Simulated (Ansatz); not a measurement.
```xyz
6

Be    1.8900    0.0000    0.0000
Be    0.9450    1.6368    0.0000
Be   -0.9450    1.6368    0.0000
Be   -1.8900    0.0000    0.0000
Be   -0.9450   -1.6368    0.0000
Be    0.9450   -1.6368    0.0000
```

Basis set: 6-31G (spherical functions). All electrons are correlated. Charge 0, multiplicity 1.

Computed with Ansatz (development build ahead of 0.2.0); each method stands on the lowest determinant of its kind that the runs found. Restricted open shells among the atoms or ions are ROHF, correlated in semicanonical orbitals with singles.

(1) Give the atomization energy at this shape (free ground-state atoms in the same class of orbitals less the molecule, no zero-point energy) of singlet Be6 by RHF-MP2, RHF.

Results:

(1)

```
 method  atomization energy
RHF-MP2      41.47 kcal/mol
    RHF      50.30 kcal/mol
```

Caution: no unrestricted run beside it, a lower state can exist; the shape is not the minimum.

This basis has no polarisation functions and is too small for such energies, which can lie far from measured ones in either direction.
